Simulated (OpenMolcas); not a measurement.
Pm3+: moving the ligands

Pm3+ with its 6 nearest chloride ions at 2.691 Å, on the Y site of Cs2NaYCl6 (a = 10.7396 Å, distance in the model lattice 2.619 Å). The rest of the host is ab initio model potentials to 7.6 Å, with orthogonalisation functions on the cations behind the ligands, and point charges beyond; the distance is set by hand and nothing relaxes. Ligand basis ANO-RCC-VDZP.

* Program: OpenMolcas 26.06
* Method: CASSCF
* Basis: ANO-RCC-VDZP [7s6p4d2f1g]
* Scalar Hamiltonian: DKH2, point nucleus
* Active space: 4 electrons in 7 orbitals (4f)
* State averaging: 2S+1 = 5 even, 35 roots (32 in the spin-orbit step); 2S+1 = 3 even, 117 roots kept (CI in the orbitals of an earlier block, 106 in the spin-orbit step); 2S+1 = 1 even, 75 roots kept (CI in the orbitals of an earlier block, 31 in the spin-orbit step)
* Spin-orbit coupling: RASSI with atomic mean-field integrals over the reference wave functions

Runs around this geometry, states (labels of O, the rotations of Oh). Energies in cm-1 above the lowest state or level, χT in cm3 K/mol; under a threefold ground state the first gap can be a small split of the lowest multiplet, not the spin-orbit step.

```csv
R (Å),Ground state,First state of that spin,First gap with spin-orbit (degeneracies),Width of lowest J,χT at 300 K
2.619,5T2,5A1 41.7,"178.3 (3, 1)",228,0.942
2.691,5T2,5A1 32.0,"156.1 (3, 1)",196,0.956
2.73,5T2,5A1 27.6,"145.6 (3, 1)",180,0.963
```

Taking the width of the lowest J multiplet as R^-n, n = -ln(180 / 228) / ln(2.73 / 2.619) = 5.7 between the shortest and longest distance.

High states are left out of the spin-orbit mixing, which shifts the levels that they would mix with. Without dynamic correlation the ligand-field splitting of an f shell can come out too small, at times by half. No measured value stands beside these numbers; the geometry was set by hand and not optimised.
